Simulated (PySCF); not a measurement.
## Ionising K2

PBE0; PySCF, no relativity, basis sets K pcseg-1. Neutral (UKS): singlet (closed shell), Re = 4.018 Å, ωe = 92.7 cm⁻¹, De = 0.51 eV, HOMO -2.90 eV, LUMO -1.23 eV.

K₂⁺ (UKS): doublet (σ ↑), Re = 4.565 Å, ωe = 71.1 cm⁻¹, De = 0.90 eV to K⁺ + K. The energies at the minima are -1199.35928 hartree for K2 and -1199.21345 for K₂⁺.

Task: Work out the adiabatic ionisation energy, without and with harmonic zero-point energies (1 hartree = 27.2114 eV, 1 eV = 8065.5 cm⁻¹), and the change of the bond length.

Result: At PBE0: 0.14583 hartree = 3.968 eV between the minima; the zero-point term (71.1 − 92.7)/2 cm⁻¹ = -0.001 eV makes it 3.967 eV. Re changes by +54.7 pm against the neutral. Minus the HOMO energy is 2.90 eV, -1.07 eV from the value between the minima; self-interaction puts the Kohn–Sham level too high, less so with exact exchange. The electron leaves a σ orbital, and the longer bond of the ion fits a bonding orbital, or a change in how ionic the bond is.

Closed-shell solutions of metal pairs were not tested for spin polarisation, which can lower them a little. States were picked by a PBE0 search and need not be the measured ground states.
